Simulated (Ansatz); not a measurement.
Ansatz (an electronic-structure program) input file for FGeHO, SMILES [OH][Ge][F] (connectivity only; charge and spin as stated), neutral, multiplicity 1, PBE0-D3(BJ)/def2-TZVP. 

Ansatz 0.2 input:
```yaml
crystal:
  periodic: [false, false, false]
  atoms:
    - {symbol: Ge, position_ang: [0.43836417, 0.00444182, -0.00000000]}
    - {symbol: F, position_ang: [-0.78347513, 1.34669808, 0.00000000]}
    - {symbol: O, position_ang: [-0.78458894, -1.25707155, -0.00000000]}
    - {symbol: H, position_ang: [-0.69966563, -2.20584842, 0.00000000]}
basis:
  gaussian:
    orbitals: def2-TZVP
hamiltonian:
  xc: pbe0
  dispersion: d3bj
relax: {f_tol: 0.002, max_steps: 200}
```

Log of the run:

```
WARN ansatz: RAYON_NUM_THREADS=1 ignored (pool sized by the plan → 1); use --threads N
Functional definition: PBE0
integrals: 0.03 GiB planned
752 factors; their error is unknown
mean field: 0.35 GiB planned
mean field evaluation 1: about -61282.6497 eV, gradient 6.8e1 eV
mean field evaluation 2: about -61244.9613 eV, gradient 1.5e2 eV
mean field evaluation 4: about -61289.6468 eV, gradient 1.5e1 eV
mean field evaluation 8: about -61289.9687 eV, gradient 1.4e-1 eV
mean field evaluation 16: about -61290.2575 eV, gradient 3.1e-5 eV
mean field -61290.25754522 eV, -2252.3754207581 hartree, gradient 3.1e-5 eV, S^2 0.000000; 0 other end points of the search recorded, 0 dependent functions left out
the calculation of the forces begins
reference -61290.25756345 eV, -2252.3754214280 hartree; 25, 25 occupied and 91, 91 virtual orbitals, 752 factors
relax step   1: F+E_penalty+E_count = -61290.29810737 eV  Δ(F+E_penalty+E_count) = +0.000e0 eV  max|allowed force component| = 9.644e-1 eV/Å  Δτ_max = 0.0000 Å  (29 SCF iters, accepted)
these checks for a lower state are left out or cut short: starts, cluster_reference, orbital_swaps, neighbouring_geometries, increment
integrals: 0.03 GiB planned
752 factors; their error is unknown
mean field: 0.35 GiB planned
mean field -61290.31149897 eV, -2252.3774035219 hartree, gradient 9.9e-6 eV, S^2 0.000000; 0 other end points of the search recorded, 0 dependent functions left out
the calculation of the forces begins
reference -61290.31151724 eV, -2252.3774041933 hartree; 25, 25 occupied and 91, 91 virtual orbitals, 752 factors
relax step   2: F+E_penalty+E_count = -61290.35208180 eV  Δ(F+E_penalty+E_count) = -5.397e-2 eV  max|allowed force component| = 6.098e-1 eV/Å  Δτ_max = 0.0253 Å  (31 SCF iters, accepted)
these checks for a lower state are left out or cut short: starts, cluster_reference, orbital_swaps, neighbouring_geometries, increment
integrals: 0.04 GiB planned
752 factors; their error is unknown
mean field: 0.35 GiB planned
mean field evaluation 32: about -61290.3554 eV, gradient 1.2e-5 eV
mean field -61290.35535501 eV, -2252.3790152017 hartree, gradient 1.2e-5 eV, S^2 0.000000; 0 other end points of the search recorded, 0 dependent functions left out
the calculation of the forces begins
reference -61290.35537340 eV, -2252.3790158774 hartree; 25, 25 occupied and 91, 91 virtual orbitals, 752 factors
relax step   3: F+E_penalty+E_count = -61290.39612005 eV  Δ(F+E_penalty+E_count) = -4.404e-2 eV  max|allowed force component| = 6.475e-1 eV/Å  Δτ_max = 0.0671 Å  (31 SCF iters, accepted)
these checks for a lower state are left out or cut short: starts, cluster_reference, orbital_swaps, neighbouring_geometries, increment
integrals: 0.03 GiB planned
752 factors; their error is unknown
mean field: 0.35 GiB planned
mean field -61290.36939955 eV, -2252.3795313290 hartree, gradient 1.0e-5 eV, S^2 0.000000; 0 other end points of the search recorded, 0 dependent functions left out
the calculation of the forces begins
reference -61290.36941785 eV, -2252.3795320015 hartree; 25, 25 occupied and 91, 91 virtual orbitals, 752 factors
relax step   4: F+E_penalty+E_count = -61290.41011726 eV  Δ(F+E_penalty+E_count) = -1.400e-2 eV  max|allowed force component| = 2.863e-1 eV/Å  Δτ_max = 0.0242 Å  (31 SCF iters, accepted)
these checks for a lower state are left out or cut short: starts, cluster_reference, orbital_swaps, neighbouring_geometries, increment
integrals: 0.03 GiB planned
752 factors; their error is unknown
mean field: 0.35 GiB planned
mean field -61290.36843386 eV, -2252.3794958406 hartree, gradient 1.1e-5 eV, S^2 0.000000; 0 other end points of the search recorded, 0 dependent functions left out
the calculation of the forces begins
reference -61290.36845222 eV, -2252.3794965151 hartree; 25, 25 occupied and 91, 91 virtual orbitals, 752 factors
relax step   5: F+E_penalty+E_count = -61290.40921587 eV  Δ(F+E_penalty+E_count) = +9.014e-4 eV  max|allowed force component| = 3.563e-1 eV/Å  Δτ_max = 0.0251 Å  (31 SCF iters, rejected (line search))
these checks for a lower state are left out or cut short: starts, cluster_reference, orbital_swaps, neighbouring_geometries, increment
integrals: 0.03 GiB planned
752 factors; their error is unknown
mean field: 0.35 GiB planned
mean field -61290.37355531 eV, -2252.3796840503 hartree, gradient 1.0e-5 eV, S^2 0.000000; 0 other end points of the search recorded, 0 dependent functions left out
the calculation of the forces begins
reference -61290.37357358 eV, -2252.3796847218 hartree; 25, 25 occupied and 91, 91 virtual orbitals, 752 factors
relax step   6: F+E_penalty+E_count = -61290.41428832 eV  Δ(F+E_penalty+E_count) = -4.171e-3 eV  max|allowed force component| = 5.017e-2 eV/Å  Δτ_max = 0.0126 Å  (32 SCF iters, accepted)
these checks for a lower state are left out or cut short: starts, cluster_reference, orbital_swaps, neighbouring_geometries, increment
integrals: 0.03 GiB planned
752 factors; their error is unknown
mean field: 0.35 GiB planned
mean field evaluation 64: about -61290.3741 eV, gradient 1.1e-5 eV
mean field -61290.37410076 eV, -2252.3797040953 hartree, gradient 1.1e-5 eV, S^2 0.000000; 0 other end points of the search recorded, 0 dependent functions left out
the calculation of the forces begins
reference -61290.37411902 eV, -2252.3797047663 hartree; 25, 25 occupied and 91, 91 virtual orbitals, 752 factors
relax step   7: F+E_penalty+E_count = -61290.41484588 eV  Δ(F+E_penalty+E_count) = -5.576e-4 eV  max|allowed force component| = 8.206e-3 eV/Å  Δτ_max = 0.0118 Å  (32 SCF iters, accepted)
these checks for a lower state are left out or cut short: starts, cluster_reference, orbital_swaps, neighbouring_geometries, increment
integrals: 0.03 GiB planned
752 factors; their error is unknown
mean field: 0.35 GiB planned
mean field -61290.37410668 eV, -2252.3797043128 hartree, gradient 1.1e-5 eV, S^2 0.000000; 0 other end points of the search recorded, 0 dependent functions left out
the calculation of the forces begins
reference -61290.37412494 eV, -2252.3797049839 hartree; 25, 25 occupied and 91, 91 virtual orbitals, 752 factors
relax step   8: F+E_penalty+E_count = -61290.41485071 eV  Δ(F+E_penalty+E_count) = -4.825e-6 eV  max|allowed force component| = 6.056e-4 eV/Å  Δτ_max = 0.0009 Å  (33 SCF iters, accepted)
integrals: 0.03 GiB planned
752 factors; their error is unknown
mean field: 0.35 GiB planned
mean field evaluation 96: about -61290.3741 eV, gradient 4.9e-4 eV
mean field -61290.37410668 eV, -2252.3797043128 hartree, gradient 1.1e-5 eV, S^2 0.000000; 1 other end points of the search recorded, 0 dependent functions left out
the calculation of the forces begins
reference -61290.37412494 eV, -2252.3797049839 hartree; 25, 25 occupied and 91, 91 virtual orbitals, 752 factors
Total energy: -61290.41486897 eV, -2252.3812022993 hartree
Atom 0 at     0.375341    -0.026625     0.000000 Å, force    -0.000247     0.000606    -0.000000 eV/Å
Atom 1 at    -0.720200     1.335478     0.000000 Å, force     0.000381    -0.000031     0.000000 eV/Å
Atom 2 at    -0.906742    -1.258409    -0.000000 Å, force    -0.000067    -0.000495    -0.000000 eV/Å
Atom 3 at    -0.577765    -2.162224     0.000000 Å, force    -0.000067    -0.000080    -0.000000 eV/Å
Dipole moment:     0.489248    -0.471761     0.000000 e Å
```

The run converged.

Cost: about 18 core-seconds (a rough figure).
